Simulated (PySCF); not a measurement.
Start geometry of `[Cl][GaH][Br]` from GFN2-xTB (Å):
```
atom  x, y, z in Å
Cl1   -1.6486   -1.2461   -0.0141
Ga2   -0.1135    0.1458   -0.0086
Br3    2.0175   -0.6187   -0.0016
H4    -0.2174    1.6936   -0.0087
```

Task: What comes out of this run: PBE0-D3(BJ)/def2-SVP geometry optimisation, gas phase (PySCF 2.14.0)?

Result: 
```
atom  x, y, z in Å
Cl1   -1.5633   -1.3406    0.0040
Ga2   -0.0517    0.1680    0.0028
Br3    2.0856   -0.6014   -0.0003
H4    -0.4124    1.6732    0.0060
```

The energy falls by 1.6 kcal/mol over 7 energy and gradient evaluations, the largest force component goes from 0.0196 to 1.1e-04 Eh/bohr, and the atoms move by 0.079 Å rms after alignment. The bond that changes most is Cl1–Ga2 (ends: chlorine bonded to Ga; gallium bonded to Br, Cl and H), which lengthens by 0.063 Å. Bonds longer at the end by more than 0.005 Å: 2 of 3; shorter: 0. Among the angles that change most is Br3–Ga2–H4, from 113.6° to 123.3°. Rotational constants go from 9542, 1365, 1194 to 8546, 1368, 1180 MHz. The orientation of the end geometry is arbitrary; only internal coordinates are fixed.

The run used 87 basis functions and 40 SCF cycles in all.

PBE0-D3(BJ)/def2-SVP frequencies: not computed here.
